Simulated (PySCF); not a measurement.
2-chlorocyclopenta-1,3-diene (C5H5Cl), SMILES ClC1=CCC=C1. Geometry: PBE-D3(BJ)/def2-SVP. The values are those of a single conformer.

The numbers are results of PySCF with PBE-D3(BJ)/def2-SVP, not measurements.

Harmonic wavenumbers (cm⁻¹): 208, 292, 346, 460, 572, 664, 725, 784, 850, 863, 914, 922, 966, 1040, 1060, 1118, 1181, 1244, 1315, 1343, 1530, 1600, 2957, 2992, 3153, 3174, 3183. Rotational constants (GHz): 8.135, 1.958, 1.594; symmetry number 1.

Problem. Work out the zero-point energy and the ideal-gas rigid-rotor harmonic-oscillator thermochemistry at 298.15 K and 1 atm.

Solution. ZPE = ½ Σ hcν = ½ × 35455 cm⁻¹ = 212.07 kJ/mol. H − E(el) = 228.56 kJ/mol. Entropy in J/(mol K): translation 166.25, rotation 112.72, vibration 32.97, total 311.93. G − E(el) = 135.55 kJ/mol. Cp = 92.18 J/(mol K).
